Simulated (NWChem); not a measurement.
Molecule: SiNH2Br, singlet; SMILES N[Si]Br

```xyz
5

Si     0.7137     1.1875     0.0000
Br    -0.0484    -0.9994     0.0000
N     -0.8140     1.9758     0.0000
H     -1.7274     1.5318     0.0000
H     -0.8729     2.9897     0.0000
```
Atoms are numbered in this order, from 1.

Program: NWChem. Pople sets run with spherical d functions. Low-valent species are run as closed-shell singlets; no triplet was tried in these runs. Coordinates come from a B3LYP/6-31G* (spherical d) optimisation. LC-ωPBE (HJS hole) with 6-31G*; x = 1 − exp(−ω/0.25 bohr⁻¹) is a scale chosen for this fit.

| row | x | −ε(HOMO) (eV) |
|---|---|---|
| ω = 0.20 | 0.551 | 8.53 |
| ω = 0.25 | 0.632 | 8.92 |
| ω = 0.30 | 0.699 | 9.23 |
| ω = 0.35 | 0.753 | withheld |
| ω = 0.60 | 0.909 | 10.16 |

**Question.** Fit a straight line of the last column on the one before it, predict the withheld value, and compare with the run.

**Answer.** 
1. Means of the 4 shown rows: x = 0.6978, y = 9.210. Slope Σ(x − x̄)(y − ȳ)/Σ(x − x̄)² = 0.3196/0.07049 = 4.534; intercept 6.046.
2. The shown rows scatter about the line by 0.012 (root mean square); the largest residual is +0.01, at ω = 0.30.
3. At x = 0.753 (ω = 0.35; inside the shown range) the line gives 9.46.
4. The run gives 9.48, +0.02 from the line.
